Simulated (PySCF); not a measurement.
# Mn²⁺ (manganese, charge +2) across methods

[Ar] 3d4 4s1, 4s spin antiparallel (an excited configuration). Calculation: PySCF 2.14, in aug-cc-pwCVTZ (10s9p7d4f3g, 127 functions); no relativity, point nucleus.

```csv
method,E (hartree),mean ε 3p β (eV),mean ε 3d α (eV),mean ε 4s β (eV),Σ⟨r²⟩ (bohr²),⟨S²⟩
r2SCAN0,-1149.786,-79.632,-35.182,-22.347,20.89,4.751
UHF,-1148.79283,-86.633,-42.148,-24.001,21.05,4.752
M06-2X,-1149.834,-82.202,-37.506,-23.543,20.80,4.750
r2SCAN,-1149.786,-76.850,-32.585,-21.542,20.93,4.751
B97-3,-1149.706,-79.377,-34.841,-22.128,20.81,4.751
LDA,-1147.423,-76.115,-32.123,-21.627,20.82,4.751
PBE,-1149.561,-76.025,-31.951,-21.357,20.90,4.751
```

Q: Estimate the same row for PBE0.

A: E (hartree) = -1149.612; mean ε 3p β (eV) = -79.079; mean ε 3d α (eV) = -34.690; mean ε 4s β (eV) = -22.169; Σ⟨r²⟩ (bohr²) = 20.87; ⟨S²⟩ = 4.751.

With the s spin flipped the determinant is a mixture of two multiplicities, not a spectroscopic state.
